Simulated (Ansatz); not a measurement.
```xyz
4

F     0.393   -1.279   -1.001
Sb   -0.757   -0.231    0.076
F     0.362   -0.319    1.600
Cl    0.003    1.829   -0.675
```

Charge 0, multiplicity 1. Sb: def2 effective core potential.

List the r2SCAN/def2-TZVPP orbital energies in eV (the Gaussian-basis code of Ansatz). (Estimate.)

The calculation gave: Occupied: -2753.71, -666.10, -666.10, -255.09, -193.63, -193.49, -193.49, -156.19, -107.95, -107.94, -107.81, -36.45, -36.29, -36.11, -36.09, -36.01, -30.79, -30.16, -21.62, -15.37, -11.85, -11.45, -11.01, -10.30, -10.26, -10.06, -8.78, -8.65, -8.25. Lowest empty: -2.35, -2.21, -1.04, 3.20, 3.79, 3.83, 4.92, 5.28.
